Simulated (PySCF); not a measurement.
Species: C5H12NSi (doublet state).
Z-matrix (Å and degrees, GFN2-xTB geometry), rows numbered from 1:
```
C 
C   1  1.4760
C   2  1.4725  1  120.75
C   3  1.5616  2  112.42  1    84.87
C   4  1.4865  3  111.82  2   -68.86
N   5  1.2535  4  122.20  3   123.73
Si  6  1.7141  5  134.90  4  -179.21
H   1  1.0984  2  110.64  3   -73.68
H   1  1.0912  2  111.01  3    44.58
H   1  1.0876  2  111.44  3   166.57
H   2  1.0770  1  118.80  3   163.40
H   3  1.0928  2  110.27  1  -155.94
H   3  1.0935  2  110.56  1   -35.65
H   4  1.0928  3  107.60  2   172.25
H   4  1.0900  3  110.01  2    53.29
H   5  1.1005  4  114.62  3   -56.07
H   7  1.4707  6  116.87  5    -1.58
H   7  1.4626  6  103.54  5   118.67
H   7  1.4601  6  103.70  5  -123.01
```

The hyperfine couplings belong to this conformer and change with its torsions.

The species is `C[CH]CC/C=N/[SiH3]` [radical].

Method: UKS B3LYP, pcH-1 on C H N Si, non-relativistic, mean-field spin-orbit, GIAO (PySCF 2.14.0). Isolated species at its GFN2-xTB geometry (one conformer only). The geometry wasn't refined by DFT: couplings that depend on bond lengths, twists or pyramidal angles can differ widely from those at the functional's own minimum. The SCF solution wasn't tested for stability.

(1) Predict the first-order ENDOR lines of N6, H8/H9/H10, H11, H12/H13 and H14/H15 under fast tumbling at B = 348.6 mT (X band).

(2) Which pairs are centred on the nuclear Larmor frequency, and which on half the coupling?

(3) At what field would the lower line of H11 fall to zero frequency?

Results:

(1) For S = 1/2 in fast tumbling each set of equivalent nuclei gives two lines, ν± = |νn ± a/2| to first order, with νn = g_N μN B/h and μN/h = 7.62259 MHz/T.

| nuclei | isotope | g_N | νn (MHz) | a_iso (MHz) | lower line (MHz) | upper line (MHz) |
| --- | --- | --- | --- | --- | --- | --- |
| N6 | 14N | 0.4038 | 1.07 | 1.05 | 0.55 | 1.60 |
| H8/H9/H10 | 1H | 5.5857 | 14.84 | 76.75 | 23.53 | 53.22 |
| H11 | 1H | 5.5857 | 14.84 | -59.28 | 14.80 | 44.48 |
| H12/H13 | 1H | 5.5857 | 14.84 | 32.44 | 1.38 | 31.06 |
| H14/H15 | 1H | 5.5857 | 14.84 | 1.74 | 13.97 | 15.71 |

(2) Centred on νn, since |a| < 2νn: N6 and H14/H15. Centred on |a|/2 and split by 2νn: H8/H9/H10, H11 and H12/H13.

(3) Where νn = |a|/2, that is B = 29.64 MHz/(5.5857 × 7.62259 MHz/T) = 696 mT, as far as first order holds there.

Nuclei that the bonding pattern makes equivalent are averaged, as if the motion that swaps them (rotation, inversion, ring flip) were fast. The three 1H nuclei of mean +76.7 MHz run from 23.6 to 154.6 MHz in the frozen geometry. The 1H value of +32.4 MHz is a mean of couplings from 24.2 to 40.7 MHz in this one geometry, not an average over conformers. The 1H value of +1.7 MHz is a mean of couplings from -3.4 to 6.9 MHz in this one geometry, not an average over conformers.
